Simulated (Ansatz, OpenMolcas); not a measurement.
# C2H3Br (vinyl bromide): the vertical energy of the triplet above the singlet from total energies

C2H3Br: 6 atoms, total charge 0, spin state singlet. SMILES: `C=CBr`. Geometry: relaxed at PBE0-D4/def2-TZVP.

Both states at this one shape; open shells run unrestricted unless said. 1 Eh = 27.2114 eV.

| level | program | singlet C2H3Br (Eh) | triplet C2H3Br (Eh) |
| --- | --- | --- | --- |
| TPSS/aug-cc-pVDZ | OpenMolcas | -2652.051768 | -2651.899484 |
| M06-2X/aug-cc-pVDZ | OpenMolcas | -2652.132898 | -2651.969598 |
| wB97X/aug-cc-pVDZ | Ansatz | -2652.129632 | -2651.971566 |

Task: Work out the vertical gap, second state less first, at each level.

Result: 
1. TPSS/aug-cc-pVDZ: -2651.899484 − (-2652.051768) = 0.152284 Eh = 4.14 eV.
2. M06-2X/aug-cc-pVDZ: -2651.969598 − (-2652.132898) = 0.163300 Eh = 4.44 eV.
3. wB97X/aug-cc-pVDZ: -2651.971566 − (-2652.129632) = 0.158066 Eh = 4.30 eV.

No measured value is set beside it here; the levels span 4.14 to 4.44 eV. Spin-orbit coupling, which splits open shells on such heavy atoms by tenths of an eV, is left out. All-electron rows are non-relativistic unless named.
